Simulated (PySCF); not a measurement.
water (H2O), singlet, at the geometry optimised at the base level, atoms displaced at random by about 0.05 Å a coordinate; PySCF with HF/STO-3G, frequencies.

Input for PySCF:
```python
from pyscf import gto, scf
from pyscf.hessian import thermo

mol = gto.Mole()
mol.atom = '''
    O     0.03616025   -0.03642787    0.11564387
    H    -0.02551430    0.71584228   -0.46948544
    H    -0.01314713   -0.71050075   -0.46852927
'''
mol.basis = 'sto-3g'
mol.verbose = 3
mol.build()

mf = scf.RHF(mol)
mf.kernel()
hess = mf.Hessian().kernel()
freq = thermo.harmonic_analysis(mf.mol, hess)
print('frequencies / cm-1', freq['freq_wavenumber'].round(1))
th = thermo.thermo(mf, freq['freq_au'], 298.15, 101325)
thermo.dump_thermo(mf.mol, th)
```

### Question
What does PySCF print? Leave out banner, timings and long lists.

### Answer

```
converged SCF energy = -74.9519909934236
frequencies / cm-1 [1953.  4654.  5581.9]
temperature 298.1500 [K]
pressure 101325.00 [Pa]
Rotational constants [GHz] 824.26861 489.44448 307.09424
Symmetry number 1
Zero-point energy (ZPE) 0.02777 [Eh]   72905.782 [J/mol]
                           tot       elec      trans        rot        vib
Entropy [J/mol/K]       193.504      0.000    144.804     48.693      0.007
Cv [J/mol/K]             25.003      0.000     12.472     12.472      0.060
Cp [J/mol/K]             33.317      0.000     20.786     12.472      0.060
Internal energy [J/mol]                      3718.434   3718.434  72907.668
Internal energy [Eh]   -74.92139  -74.95199
Enthalpy [J/mol]                             6197.391   3718.434  72907.668
Enthalpy [Eh]          -74.92045
Gibbs free energy [J/mol]                  -36975.931 -10799.242  72905.582
Gibbs free energy [Eh] -74.94242
```
